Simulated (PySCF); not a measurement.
**Structure from NMR data**

Molecular formula: C₄H₉FO₂Si. Simulated spectra:

¹H NMR (600 MHz, computed): δ 5.16 (m, 1H), 4.67 (m, 2H), 4.40 (m, 2H), 4.22 (m, 2H), 2.14 (m, 1H), 1.28 (m, 1H).

¹³C{¹H} NMR (computed): δ 79.9 (CH2), 67.2 (CH2, 2C), 36.2 (CH2).

- NMR shieldings at PBE0/pcSseg-1/GIAO
- coordinates at the GFN2-xTB level
- program: PySCF
- non-relativistic Hamiltonian, single conformer, equivalent nuclei averaged, gas phase

References, each an isolated molecule treated in the same way: ¹H, ¹³C against TMS.

Choose the structure that fits.
A. CC(C)OC(=O)[SiH2]F
B. FC[SiH]1OCCCO1
C. COC[SiH2]O/C=C\F

Results:

B. 

Rings plus π bonds: 1 (1 ring in the answer). 3 carbon signals for 4 carbons: some carbons are equivalent by symmetry or fast rotation. Carbon types of the structure: 4 × CH2, leaving 1 H on heteroatoms. δC 79.9: sp3 CH2 bonded to F and Si; the inductive effect lowers its shielding. δC 67.2: sp3 CH2 bonded to O; the inductive effect lowers its shielding. δC 36.2: sp3 CH2 in a ring; saturated and bonded to C and H only. δH 4.67: hydrogen on an sp3 CH2 bonded to F and Si; its carbon carries F, hence the downfield position. δH 4.40, 4.22: hydrogen on an sp3 CH2 bonded to O; its carbon carries O, an electronegative neighbour.

The others: CC(C)OC(=O)[SiH2]F would give 3 signals for carbon-bound and other non-exchanging H, not 6; COC[SiH2]O/C=C\F would give 4 carbon signals, not 3.

Splittings by ¹⁹F in the carbon and heteronuclear signals aren't shown, as no couplings were computed. Shifts are as computed. Against solution values, carbons near 30 ppm lie about +3 ppm off and those near 130 ppm about +5 ppm. Of 1211 compounds with measured shifts, 218 miss one by over three times the rms of a fit or turn the order of signals round; such compounds aren't used in these exercises. No couplings were computed; multiplicities are counted from neighbouring protons, with m where these are inequivalent, close in shift, in a saturated or five-membered ring or joined by F or P, and br s for small geminal =CH2 splittings.
